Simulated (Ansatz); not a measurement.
F$_{4}$Te, triplet, geometry from GFN2-xTB (a higher spin typed on purpose: for a closed-shell molecule this is an excited state) (all electrons, no relativity); PBE/STO-3G (Ansatz, a quantum-chemistry and plane-wave program).

Ansatz was given this input:
Ansatz 0.2 input:
```yaml
crystal:
  periodic: [false, false, false]
  atoms:
    - {symbol: Te, position_ang: [-0.01212984, 0.00717280, 0.04829380]}
    - {symbol: F, position_ang: [-0.14724257, 1.81387706, 1.04877868]}
    - {symbol: F, position_ang: [0.21441232, -1.52023906, -1.22691457]}
    - {symbol: F, position_ang: [-0.48009114, -1.44291290, 1.44888990]}
    - {symbol: F, position_ang: [0.48300493, 1.10783207, -1.54978487]}
basis:
  gaussian:
    orbitals: STO-3G
hamiltonian:
  xc: pbe
magnetization: {spin_polarized: true, initial_magnetization: 2}
scf: {lower_state_search: off}
```

It wrote (shortened):

```
Functional definition: PBE
these checks for a lower state are left out or cut short: stability, starts, cluster_reference, orbital_swaps, neighbouring_geometries, increment
581 factors; integrals over basis functions are off by at most 2.8e-5 eV
mean field evaluation 1: about -188887.8718 eV, gradient 1.3e1 eV
mean field evaluation 2: about -188883.2610 eV, gradient 2.7e1 eV
mean field evaluation 4: about -188889.8430 eV, gradient 2.6e0 eV
mean field evaluation 8: about -188889.8889 eV, gradient 9.8e-2 eV
mean field evaluation 16: about -188889.8890 eV, gradient 4.0e-6 eV
mean field -188889.88900564 eV, -6941.5753867918 hartree, gradient 2.9e-6 eV, S^2 2.003551; 0 other end points of the search recorded, 0 dependent functions left out
reference -188889.88901686 eV, -6941.5753872042 hartree; 45, 43 occupied and 2, 4 virtual orbitals, 581 factors
Total energy: -188889.88901686 eV, -6941.5753872042 hartree
Checks for a lower state left out: stability, starts, cluster_reference, orbital_swaps, neighbouring_geometries, increment
```
